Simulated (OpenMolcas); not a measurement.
## Xe2+: Slater's ratio, worked from levels

* Program: OpenMolcas 26.06
* Basis: ANO-RCC-VQZP [8s7p5d3f2g]
* Scalar Hamiltonian: DKH2, point nucleus
* Active space: 6 electrons in 9 orbitals (RAS2 5s 5p; RAS3 5d, at most 2 electrons)
* State averaging: 2S+1 = 3 even, 3 roots; 2S+1 = 1 even, 7 roots; 2S+1 = 3 odd, 3 roots; 2S+1 = 1 odd, 3 roots
* Spin-orbit coupling: state interaction with AMFI integrals over the reference wave functions, term energies averaged over their components

Methods: RASSCF; MS-RASPT2, IPEA 0.25 Eh, imaginary shift 0.1 Eh (closed shells correlated: 4d). Measured levels: Saloman, J. Phys. Chem. Ref. Data 33, 765 (2004).

**Slater's ratio.** With one set of orbitals, p4 has 1D - 3P = 6 F2 and 1S - 1D = 9 F2 (F2 = F²/25), a ratio of 3/2. Term energies are centres of gravity, weighted by 2J + 1.

```json
{"Source": "RASSCF", "1D - 3P": "14650", "1S - 3P": "31909", "F2 from the first": "2442", "Ratio": "1.178"}
{"Source": "MS-RASPT2", "1D - 3P": "12580", "1S - 3P": "30832", "F2 from the first": "2097", "Ratio": "1.451"}
{"Source": "measured", "1D - 3P": "12931", "1S - 3P": "31935", "F2 from the first": "2155", "Ratio": "1.470"}
```

Energies in cm-1. A ratio away from 3/2 shows effects beyond one configuration with one set of orbitals, and in heavier atoms second-order spin-orbit shifts.

CASPT2 breaks the degeneracy within a term, and the mean is taken; among the terms shown or strongly mixed into the levels shown the widest spread is 250 cm-1 (5s2 5p4 1D, MS-RASPT2). The run also gave levels led by 5s 5p4 5d, 5s2 5p3 5d, which use shells meant for correlation; these and all levels above them are left out. Measured partners are found by configuration, term and J. A level has none where our copy of the source lacks it or the pairing is in doubt (some pairs that miss far off the trend of their configuration count as doubtful), and it then counts in no deviation. Levels of configurations outside the active space are missing.
